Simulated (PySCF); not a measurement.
**Where the electron goes**

Compound: C2H11NSi2.
Structure used (PBE0-D3(BJ)/def2-SVP), in Å, numbered top down from 1:
```xyz
16
C2H11NSi2 angstrom
C     -1.907    0.484   -0.436
C     -0.935    0.371    0.730
N     -0.114   -0.822    0.727
Si     1.364   -1.011   -0.163
Si     2.645    0.943    0.059
H     -1.369    0.511   -1.397
H     -2.517    1.398   -0.361
H     -2.593   -0.378   -0.462
H     -0.266    1.250    0.732
H     -1.490    0.427    1.683
H     -0.631   -1.668    0.946
H      1.228   -1.289   -1.638
H      2.097   -2.180    0.416
H      3.993    0.726   -0.556
H      2.823    1.307    1.499
H      2.003    2.102   -0.640
```

Computed with PySCF, TDDFT wB97X-D/def2-SVPD, vertical, gas phase, core orbitals frozen in the response.

Frontier orbitals with the atoms that hold most of them (Löwdin shares over 4%, at most four atoms; ? is withheld):

```
orbital  ε (eV)                               atoms
 HOMO-3  -11.40     C2 25%, C1 15%, H10 11%, N3 10%
 HOMO-2  -11.21  Si5 22%, Si4 20%, H16 14%, H13 12%
 HOMO-1  -10.04    Si5 31%, Si4 30%, N3 10%, H13 7%
   HOMO       ?                                   ?
   LUMO    1.73                                   ?
 LUMO+1    2.05    Si5 37%, Si4 12%, H16 8%, H15 7%
 LUMO+2    2.31  Si5 31%, Si4 28%, H12 11%, H15 10%
```

(1) Which atoms hold the HOMO, and with what shares?

(2) Give the leading atoms of the LUMO.

(3) What is the HOMO energy, and the HOMO–LUMO gap?

Results:

(1) N3 (bonded to C, Si and H) 52%; Si4 (bonded to N, Si and 2 H) 12%; C2 (bonded to C, N and 2 H) 8%; H12 (bonded to Si) 8%.

(2) Si4 (bonded to N, Si and 2 H) 28%; Si5 (bonded to Si and 3 H) 16%; H13 (bonded to Si) 8%; H11 (bonded to N) 8%. By element: silicon 44%, hydrogen 16% or more.

(3) ε(HOMO) = -8.64 eV; the gap is 10.37 eV (0.3810 hartree).

Question: The HOMO–LUMO gap is 10.37 eV. Where does the response calculation put the lowest singlet, and from which orbitals?

Answer: S1 is at 5.79 eV (f = 0.0025), 4.57 eV below the gap, made of HOMO→LUMO (94%). 

Next come S2 at 6.64 eV (f 0.015), HOMO→LUMO+2 (38%), HOMO→LUMO+1 (38%), HOMO→LUMO+8 (9%); S3 at 6.84 eV (f 0.027), HOMO→LUMO+2 (43%), HOMO→LUMO+1 (41%); S4 at 7.03 eV (f 0.0070), HOMO→LUMO+3 (63%), HOMO→LUMO+6 (11%), HOMO-1→LUMO (9%); S5 at 7.27 eV (f 0.071), HOMO-1→LUMO (48%), HOMO→LUMO+3 (18%), HOMO→LUMO+6 (9%).

Löwdin shares depend on the basis, the more so with diffuse functions.

Time: 54 s; peak memory 0.99 GiB. Hardware: one thread of an Arm Neoverse V2, on a shared host.

One conformer stands for the species.

Without π bonds the low states are Rydberg-like; a valence basis with one diffuse set may place them up to an eV too high.
